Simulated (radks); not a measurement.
Neutral gadolinium inside a hard spherical wall (all orbitals vanish at R), configuration held at [Xe] 4f7 5d1 6s2 and not refilled when levels cross. Method: scalar-relativistic Kohn-Sham, PBE, spin-polarised, spherical densities, point nucleus; open shells are filled with parallel spins first (spin-orbit coupling, left out, can overturn this in heavy ions); computed with a radial shooting solver on a logarithmic mesh with Libxc functionals. Eigenvalues in eV for spin up, with the zero of energy where the potential of the charges vanishes at infinity; a dash marks a level that is unbound or too diffuse for the functional's potential to be trusted. A positive occupied level is held by the wall or, in an anion where self-interaction has pushed it up, behind a barrier. The pressure on the wall is -dE/dV.

| R (bohr) | E (hartree) | kinetic (hartree) | e(5p) | e(4f) | e(6s) | e(5d) | e(6p, empty) | e(7s, empty) | pressure (GPa) |
|---|---|---|---|---|---|---|---|---|---|
| free | -11271.4801 | 12104.367 | -28.177 | -10.447 | -4.346 | -2.954 | -1.439 | - | 0 |
| 20 | -11271.4801 | 12104.367 | -28.177 | -10.447 | -4.346 | -2.954 | -1.438 | - | < 0.0001 |
| 12 | -11271.4797 | 12104.371 | -28.147 | -10.417 | -4.324 | -2.928 | -1.365 | 0.980 | 0.00519 |
| 10 | -11271.4777 | 12104.388 | -28.025 | -10.293 | -4.231 | -2.822 | -1.154 | 2.302 | 0.0543 |
| 8 | -11271.4635 | 12104.480 | -27.515 | -9.770 | -3.799 | -2.377 | -0.351 | 5.782 | 0.587 |
| 5 | -11271.1644 | 12105.732 | -23.784 | -5.767 | 1.478 | 1.401 | 7.783 | 30.373 | 30.8 |
| 4 | -11270.5188 | 12108.152 | -19.963 | -1.330 | 10.389 | 6.222 | 20.155 | 61.493 | 170 |
| 3.5 | -11269.6583 | 12111.383 | -16.231 | 3.114 | 20.817 | 11.307 | 33.668 | 92.528 | 472 |
| 3 | -11267.7117 | 12118.576 | -9.301 | 11.122 | 41.602 | 20.901 | 59.045 | 146.98 | 1530 |
| 2.5 | -11262.7469 | 12135.970 | 5.454 | 26.520 | 86.635 | 41.053 | 110.93 | 251.21 | 5930 |
| 2 | -11248.0884 | 12183.201 | 42.803 | 58.378 | 195.04 | 89.923 | 229.96 | 475.86 | 29400 |
